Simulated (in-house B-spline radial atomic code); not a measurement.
A run on neutral copper (an excited or competing configuration) that did not converge. Method: non-relativistic B97-1, spin-polarised, spherical fractional occupations, exact exchange averaged over the configuration, point nucleus; computed with a B-spline radial code for spherical atoms.

Command:
```bash
python run_scf.py task.json out
```
Settings:
```
Z                29
configuration    [Ar] 3d10 5f1
hamiltonian      nr
method           b97_1
spin_polarised   True
exact_exchange   averaged over the configuration
```

First and last ten iterations of the last attempt (damped for 15 steps, keeping 80 % of the old Fock matrix, then DIIS):
```
 iter        energy (Eh)    residual
    1       -1639.400793    3.79e-01
    2       -1639.604678    1.39e-01
    3       -1640.093975    5.89e-02
    4       -1640.169426    3.98e-02
    5       -1640.180758    2.88e-02
    6       -1640.184057    2.14e-02
    7       -1640.185697    1.60e-02
    8       -1640.186560    1.21e-02
    9       -1640.187069    9.13e-03
   10       -1640.187325    6.90e-03
  111       -1640.187636    5.73e-04
  112       -1640.187679    7.93e-05
  113       -1640.187690    1.23e-04
  114       -1640.187678    5.39e-04
  115       -1640.187683    4.57e-04
  116       -1640.187661    4.78e-04
  117       -1640.187709    1.31e-04
  118       -1640.187711    1.21e-04
  119       -1640.187715    1.82e-04
  120       -1640.187713    1.43e-04
 not converged after 120 iterations
```

The smallest residual met was 7.9e-05; the threshold is about 3e-07. No energy from this run should be used. Time taken, with all properties: 2.1 s on 1 thread of Intel(R) Xeon(R) 6975P-C (shared host).
